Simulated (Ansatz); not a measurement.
TaSCl3⁺. Total charge 1; doublet. Geometry r2SCAN-D4/def2-SVP; atoms count from 1.

Cartesian coordinates in Å:
```
Ta 0.001 0.095 -0.008
S 0.027 -2.189 0.208
Cl 1.863 0.695 1.077
Cl -1.898 0.835 0.920
Cl 0.007 0.563 -2.197
```

In the def2 sets Ta takes a core potential; there is no spin–orbit coupling.

Estimate the Mulliken populations from the PBE0/def2-TZVP orbitals of Ansatz.


| atom | charge (e) | spin (α − β) | d electrons |
| --- | --- | --- | --- |
| Ta1 | 1.14 | -0.04 | 2.85 |
| S2 | 0.06 | 0.93 | – |
| Cl3 | -0.05 | 0.08 | – |
| Cl4 | -0.07 | 0.01 | – |
| Cl5 | -0.07 | 0.01 | – |
Mulliken values depend strongly on the basis.

Where does the spin sit?

Summed by element: Ta -0.04, S 0.93, Cl 0.11, of 1 unpaired in all. Largest on single atoms: S2 0.93, Cl3 0.08, Ta1 -0.04.

And the Mayer bond orders between heavy atoms (over 0.3)?

Ta1–S2 1.53 (2.29 Å); Ta1–Cl3 1.41 (2.24 Å); Ta1–Cl4 1.39 (2.24 Å); Ta1–Cl5 1.39 (2.24 Å).
